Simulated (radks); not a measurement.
Q: Radial electron density D(r) = 4 pi r^2 rho(r) of an atom or ion with 55.875 electrons. All-electron calculation, scalar-relativistic Kohn-Sham, PBEsol, spin-unpolarised, spherical densities, point nucleus. Program: a radial shooting solver on a logarithmic mesh with Libxc functionals.

```
   r/bohr * D(r) (the largest magnitude, 97.7, reaches the edge; | marks zero)
 0.003318 |         *
 0.003863 |           *
 0.004461 |              *
 0.005193 |                 *
 0.005997 |                    *
 0.006926 |                        *
 0.008063 |                            *
 0.009312 |                                *
  0.01084 |                                   *
  0.01252 |                                      *
  0.01458 |                                        *
  0.01683 |                                         *
   0.0196 |                                         *
  0.02263 |                                        *
  0.02635 |                                      *
  0.03043 |                                    *
  0.03542 |                                    *
  0.04091 |                                      *
  0.04724 |                                         *
    0.055 |                                              *
  0.06352 |                                                   *
  0.07394 |                                                      *
   0.0854 |                                                     *
  0.09942 |                                                 *
   0.1148 |                                            *
   0.1337 |                                        *
   0.1544 |                                        *
   0.1797 |                                           *
   0.2075 |                                              *
   0.2397 |                                             *
    0.279 |                                      *
   0.3222 |                            *
   0.3751 |                   *
   0.4333 |                *
   0.5044 |                 *
   0.5825 |                  *
   0.6781 |                  *
   0.7831 |              *
   0.9117 |         *
    1.053 |      *
    1.226 |    *
    1.416 |    *
    1.635 |   *
    1.903 |  *
    2.198 | *
    2.559 |*
    2.955 |*
     3.44 *
    3.973 *
    4.625 *
    5.342 *
    6.219 *
    7.182 *
    8.361 *
    9.656 *
```

What is the nuclear charge?

A: Z = 57. The innermost maximum, from 1s, lies near gamma/Z bohr with gamma = sqrt(1 - (Z/c)^2) = 0.909, here 0.016 bohr (found: 0.0175), and its height grows with Z. The density is that of the lanthanum ion La1.125+ in [Kr] 4d10 5s2 5p5.875 5d2; the configuration itself is not fixed sharply by these data, and Z only to a few units. D(r) has 4 maxima, at r = 0.0175, 0.0776, 0.219, 0.606 bohr, and minima at 0.0338, 0.145, 0.447 bohr, inside which lie 1.96, 11.21, 28.96 electrons.
